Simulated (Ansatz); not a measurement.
Ideal-gas functions of F₂GeH₂, SMILES `[F][GeH2][F]` at 800 K and 1 bar, from an Ansatz frequency run at PBE0-D4/def2-TZVP.

Molar mass 112.62 g/mol, point group C2v (symmetry number 2), electronic degeneracy 1, moments of inertia 33.548, 74.589, 101.132 u Å². Harmonic wavenumbers (cm⁻¹, unscaled): 239, 590, 637, 722, 727, 809, 856, 2209, 2226.

Use S(trans) = R[1.5 ln M + 2.5 ln T − 1.1517]; rotational temperatures θ = 24.2544 K / I; S(rot) = R[ln(√π/σ · √(T³/θAθBθC)) + 1.5]; for each mode x = 1.438777 ν̃/T, S = R[x/(eˣ − 1) − ln(1 − e⁻ˣ)] and H = RT x/(eˣ − 1); 1 cm⁻¹ = 0.0119627 kJ/mol; R = 8.31446 J/(mol·K).

Q: By hand: the entropy, in J/(mol·K).

A: Translation 188.3. Rotation: θ = 0.723, 0.3252, 0.2398 K, giving 106.8. Vibration, mode by mode: 15.40, 8.20, 7.62, 6.70, 6.65, 5.89, 5.50, 0.79, 0.77, in all 57.5. Electronic 0.0. Sum 352.6 J/(mol·K).

Q: By hand: H − E and G − E in kJ/mol, counted from the electronic energy.

A: Zero-point energy ½ × 9015 × 0.0119627 = 53.9; thermal vibration 25.8; translation, rotation and pV give 4 RT = 26.6. H − E = 106.3 kJ/mol, and G − E = 106.3 − 800 × 352.6/1000 = -175.8 kJ/mol.

Vibration gives 16 % of the entropy.
